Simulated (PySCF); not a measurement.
Structure problem from calculated spectra and properties.

Formula: C4H9BCl2OSi.

* 13C NMR: chemical shifts (computed TMS as zero) by class: 68.7 (2 C), 9.5 (2 C) ppm [GIAO PBE0/pcSseg-1]
* Dipole: 0.95 D [B3LYP/def2-SVPD]
* UV, strongest line: among the 10 lowest singlet transitions: S3 at 5.03 eV (247 nm, f = 0.096) [TDDFT B3LYP/def2-SVPD]
* Valence photoelectron: vertical ionisation energy: 9.11 eV [ΔSCF B3LYP/def2-SVPD]
* UV, first state: lowest singlet excitation: 4.06 eV (305 nm, f = 0.005) [TDDFT B3LYP/def2-SVPD]
* NMR, other nuclei: isotropic shieldings of nuclei other than C and H, by class: 22 (1 B), 285 (1 O), 396 (1 Si), 561 (2 Cl) ppm [GIAO PBE0/pcSseg-1]
* Polarisability: 120.0 au [B3LYP/def2-SVPD]
* 1H NMR: chemical shifts (computed TMS as zero) by class: 4.29 (2 H), 4.07 (1 H), 3.23 (2 H), 1.09 (2 H), 0.42 (2 H) ppm [GIAO PBE0/pcSseg-1]
* Triplet: lowest triplet excitation (Tamm–Dancoff): 3.55 eV [TDA B3LYP/def2-SVPD]
* Rotational structure: rotational constants A, B, C: 1.777, 0.501, 0.474 GHz [PBE0-D3(BJ)/def2-SVP]

Electronic properties: PySCF, gas phase, density fitting. Levels stand in brackets. One conformer (not necessarily the lowest) at the PBE0-D3(BJ)/def2-SVP geometry, without solvent, vibrations or thermal averaging. NMR classes are plain means over equivalent atoms (diastereotopic ones count apart unless rotation or inversion swaps them), as if these changed places fast.

Problem. What is the compound? Reason from the data.

Solution. Numbering: `[Cl:1][B:2]([Cl:3])[SiH:4]1[CH2:5][CH2:6][O:7][CH2:8][CH2:9]1`. 4 carbons fall into 2 classes; from least to most shielded: ring sp3 carbon bound to oxygen [C6/C8] (68.7 ppm, 2 C), ring sp3 carbon bound to silicon [C5/C9] (9.5 ppm, 2 C). Hydrogen classes from least to most shielded: 2 H on 2 like atoms (sp3 carbon bound to oxygen), C6/C8 (4.29 ppm), 1 H on an SiH silicon, Si4 (4.07 ppm), 2 H on 2 like atoms (sp3 carbon bound to oxygen), C6/C8 (3.23 ppm), 2 H on 2 like atoms (sp3 carbon bound to silicon), C5/C9 (1.09 ppm), 2 H on 2 like atoms (sp3 carbon bound to silicon), C5/C9 (0.42 ppm). The other shieldings belong to: 22 ppm, three-coordinate boron [B2]; 285 ppm, cyclic ether oxygen [O7]; 396 ppm, SiH silicon [Si4]; 561 ppm, chlorine bonded to B [Cl1/Cl3]. S1 is mainly HOMO→LUMO (weight 0.93); the largest Löwdin shares of the orbital it empties are 0.45 on the cyclic ether oxygen and 0.09 on each of 2 atoms of one kind (sp3 carbon bound to silicon), of the orbital it fills 0.47 on the three-coordinate boron, 0.18 on a chlorine bonded to B, 0.17 on a chlorine bonded to B and 0.10 on the SiH silicon. By its constants the optimised geometry is an asymmetric top. Structure: `ClB(Cl)[SiH]1CCOCC1`. The assignments are read from this structure; whether some other isomer fits the data as well wasn't checked.
